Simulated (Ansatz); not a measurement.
`CO[SiH](C)C` + `[NH2][GaH2]` → `C[SiH](C)[NH][GaH2]` + CH₃OH at 500 K and 1 bar (ligand exchange at the Si–O bond).

Calculated with Ansatz (gas phase, PBE0-D4/def2-TZVP geometries, no zero-point term in ΔE). CCSD(T)/CBS is the MP2 limit (def2-TZVPP, def2-QZVPP) plus CCSD(T) − MP2 in def2-TZVPP, frozen cores. This one scheme is used for every species. For Ga outer-core shells are correlated without core-valence functions, which leaves a few kJ/mol of doubt a bond. Scalar relativity is left out up to krypton. Each species was taken in one conformer, which may not be the lowest.

```
              species  CCSD(T)/CBS energy (Eh)  H − E (kJ/mol)  S (J/(mol·K))
        `CO[SiH](C)C`               -484.48883           383.9          453.5
        `[NH2][GaH2]`              -1981.05479           130.3          302.1
`C[SiH](C)[NH][GaH2]`              -2349.91257           357.9          489.8
                CH₃OH               -115.61712           157.0          265.4
```

H − E and S are ideal-gas, rigid-rotor, harmonic terms from PBE0-D4/def2-TZVP, for one conformer and one mirror image of each species. 1 Eh = 2625.50 kJ/mol, R = 8.31446 J/(mol·K).

Task: By hand: ΔE, ΔH, ΔS and ΔG.

Result: ΔE = (-2349.91257) + (-115.61712) − (-484.48883) − (-1981.05479) = 0.01393 Eh = 36.6 kJ/mol. Δ(H − E) = 357.9 + 157.0 − 383.9 − 130.3 = 0.7, so ΔH = 37.3 kJ/mol. ΔS = 489.8 + 265.4 − 453.5 − 302.1 = -0.4 J/(mol·K). ΔG = 37.3 − 500 × (-0.4)/1000 = 37.5 kJ/mol.

Task: By hand: the equilibrium constant, and the temperature at which ΔG would vanish if ΔH and ΔS stayed fixed.

Result: log₁₀ K = −ΔG/(RT ln 10) = -3.9. ΔH and −TΔS have one sign here, so there is no such temperature.

The number of gas molecules stays the same, so ΔS is small and ΔH decides. A doubt of 5 kJ/mol in ΔE shifts log₁₀ K by 0.5 here. Other conformers and mirror images would add mixing entropy, several J/(mol·K) or more a flexible species. Modes under 60 cm⁻¹, often nearly free rotors, make the harmonic entropy too high. These are equilibria of isolated gas molecules and say nothing of rates. Largest T1 diagnostic: 0.014 (customary marks: 0.02 for closed shells, 0.045 for open ones).

ΔS is within the doubt of such terms, so its sign, and with it that verdict, could turn.
